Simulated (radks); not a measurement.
Species: neutral lanthanum. Configuration: [Xe] 5d1 6s2.

Calculated with a radial shooting solver on a logarithmic mesh with Libxc functionals: scalar-relativistic Kohn-Sham, PBEsol, spin-polarised, spherical densities, point nucleus; open shells are filled with parallel spins first (spin-orbit coupling, left out, can overturn this in heavy ions); hard spherical wall at 2.5 bohr.

Energy parts (eV):
| part | energy |
|---|---|
| total | -230697.46 |
| kinetic | 245491.19 |
| electron-nucleus | -562595.97 |
| Hartree | 91921.97 |
| exchange-correlation | -5514.65 |

Orbitals (lengths in bohr, moments of r in powers of bohr; r(max) is where P^2 peaks):
\begin{tabular}{lrrr}
orbital & occ. & eigenvalue (eV) & r(max) \\ \hline
1s up & 1 & -38676.91 & 0.01608 \\
1s down & 1 & -38676.91 & 0.01608 \\
2s up & 1 & -6111.287 & 0.09098 \\
2s down & 1 & -6111.151 & 0.09098 \\
2p up & 3 & -5472.020 & 0.07315 \\
2p down & 3 & -5471.913 & 0.07315 \\
3s up & 1 & -1265.797 & 0.2606 \\
3s down & 1 & -1265.722 & 0.2606 \\
3p up & 3 & -1061.758 & 0.2550 \\
3p down & 3 & -1061.676 & 0.2550 \\
3d up & 5 & -768.2806 & 0.2102 \\
3d down & 5 & -768.1637 & 0.2102 \\
4s up & 1 & -218.1547 & 0.6102 \\
4s down & 1 & -217.9451 & 0.6103 \\
4p up & 3 & -152.4001 & 0.6384 \\
4p down & 3 & -152.2050 & 0.6385 \\
4d up & 5 & -57.7407 & 0.6789 \\
4d down & 5 & -57.5328 & 0.6791 \\
5s up & 1 & 0.1232 & 1.421 \\
5s down & 1 & 0.8458 & 1.417 \\
5p up & 3 & 19.9820 & 1.533 \\
5p down & 3 & 20.7776 & 1.530 \\
5d up & 1 & 52.6108 & 1.683 \\
5d down & 0 & 53.4582 & 1.682 \\
6s up & 1 & 113.0938 & 1.984 \\
6s down & 1 & 113.6351 & 1.984 \\
6p up & 0 & 136.0968 & 2.015 \\
6p down & 0 & 136.6144 & 2.014 \\
6d up & 0 & 173.8854 & 2.053 \\
6d down & 0 & 174.3922 & 2.053 \\
7s up & 0 & 289.1696 & 2.164 \\
7s down & 0 & 289.7386 & 2.164 \\
\end{tabular}

The highest occupied level is 6s down at 113.64 eV. The configuration is held as typed, so some empty levels lie below it. Spin moment in Bohr magnetons: 1. The pressure on the wall is 7910 GPa.
